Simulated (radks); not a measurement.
Task: Valence configurations of Zn (all share [Ar]). Calculated with a radial shooting solver on a logarithmic mesh with Libxc functionals: scalar-relativistic Kohn-Sham, BLYP, spin-polarised, spherical densities, finite nucleus; open shells are filled with parallel spins first; Fermi nuclear charge, rms radius 3.9283 fm. Order these by energy: 3d10 4s1.5 4p0.5; 3d7 4s2 4p3; 3d10 4s1 4p1; 3d9 4s2 4p1; 3d8 4p4; 3d10 4s2; 3d10 4p2; 3d9 4p3; 3d9.5 4s2 4p0.5; 3d8 4s2 4p2.

Result: From the lowest, in eV above it: 3d10 4s2 0.000; 3d10 4s1.5 4p0.5 2.364; 3d10 4s1 4p1 4.579; 3d9.5 4s2 4p0.5 5.164; 3d10 4p2 10.159; 3d9 4s2 4p1 11.754; 3d9 4p3 23.408; 3d8 4s2 4p2 29.460; 3d8 4p4 44.147; 3d7 4s2 4p3 53.610. NIST lists [Ar] 3d10 4s2 as the ground configuration; this level of theory agrees among the configurations tried. The energies are those of spherical high-spin densities, not of single terms.
